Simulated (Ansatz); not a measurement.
`CCBN[SiH3]` + `CB(O)S` → `COB(C)S` + `CBN[SiH3]`  (substitution at a C–C bond)

Program: Ansatz. Geometries: PBE0-D4/def2-TZVP. ΔE: electronic, gas phase. CCSD(T)/CBS is the MP2 limit (def2-TZVPP, def2-QZVPP) plus CCSD(T) − MP2 in def2-TZVPP, frozen cores. DFT in def2-TZVPP. B3LYP here is the variant with VWN-RPA as its local correlation; programs differ in this. Each species was taken in one conformer, which may not be the lowest.

```tsv
level	ΔE (kJ/mol)	difference from CCSD(T)/CBS
PBE-D4	36.6	-3.0
r2SCAN-D4	35.9	-3.7
PBE0-D4	38.8	-0.8
B3LYP-D4	32.7	-6.9
ωB97X-V	35.5	-4.1
ωB97M-V	37.2	-2.4
B2PLYP	37.7	-1.9
PBE	38.9	-0.7
r2SCAN	36.4	-3.2
B3LYP	36.6	-3.0
HF/def2-TZVPP	37.0	-2.6
SCS-MP2/def2-TZVPP	39.3	-0.3
CCSD/def2-TZVPP	39.7	0.1
HF/def2-QZVPP	36.7	-2.9
SCS-MP2/def2-QZVPP	39.9	0.3
CCSD/CBS(def2)	40.4	0.8
CCSD(T)/CBS	39.6	0
```

Largest T1 diagnostic among the species: 0.012.

The D4 term adds −3.9 kJ/mol with B3LYP and −2.0 kJ/mol with PBE0; it sums over pairs of atoms, weighted by their polarisabilities, and B3LYP, whose exchange is more repulsive, gets the larger term.
